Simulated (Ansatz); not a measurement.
Relaxation of C₂H₆AlN (10 atoms, charge 0, multiplicity 1), to a largest force component of 0.02 eV/Å in at most 50 steps.

The calculation used RKS PBE0-D4/6-31G* in Ansatz 0.2.0.

```xyz
10
Properties=species:S:1:pos:R:3:forces:R:3
C -1.557 0.595 -0.515 -0.66 2.76 -0.03
Al -0.209 -0.779 -0.518 -0.99 -0.95 -1.40
C 1.414 -0.511 0.502 1.22 7.49 4.90
N 1.692 0.581 1.177 -1.39 -7.24 -5.47
H -1.175 1.571 -0.953 -0.40 -0.82 0.53
H -1.960 0.831 0.508 0.42 -0.27 -0.85
H -2.429 0.316 -1.156 0.68 -0.25 0.42
H -0.385 -2.106 -1.353 0.95 -0.08 -1.32
H -1.219 -1.828 -0.018 -0.79 -1.14 1.77
H 2.481 0.721 1.749 0.96 0.50 1.46
```

Question: Where does it end, and by what steps?

Answer: The run converged. The force dipped under the threshold on the way, but the program's further checks kept it going. After 12 steps the energy has fallen by 3.910 eV; H8 moved furthest, 0.89 Å.

```tsv
step	energy less start (eV)	largest force component (eV/Å)	accepted
0	0.0000	7.491	yes
1	-1.6680	4.910	yes
2	-2.6161	2.119	yes
3	-3.1999	1.215	yes
4	-3.3947	2.603	yes
5	-3.6866	1.089	yes
6	-3.8302	1.240	yes
7	-3.9029	0.700	yes
8	-3.9077	0.361	yes
9	-3.9097	0.059	yes
10	-3.9103	0.017	yes
11	-3.9104	0.023	yes
12	-3.9104	0.016	yes
```

```xyz
10
Properties=species:S:1:pos:R:3
C -1.733 0.641 -0.649
Al -0.626 -0.987 -0.422
C 1.045 -0.225 0.648
N 1.967 0.176 1.229
H -1.223 1.422 -1.226
H -2.044 1.077 0.308
H -2.652 0.392 -1.196
H 0.213 -1.540 -1.681
H -1.062 -2.074 0.683
H 2.766 0.508 1.730
```

The run took 47 s on 1 thread of Arm Neoverse V1 (shared host), peak memory 0.15 GiB.
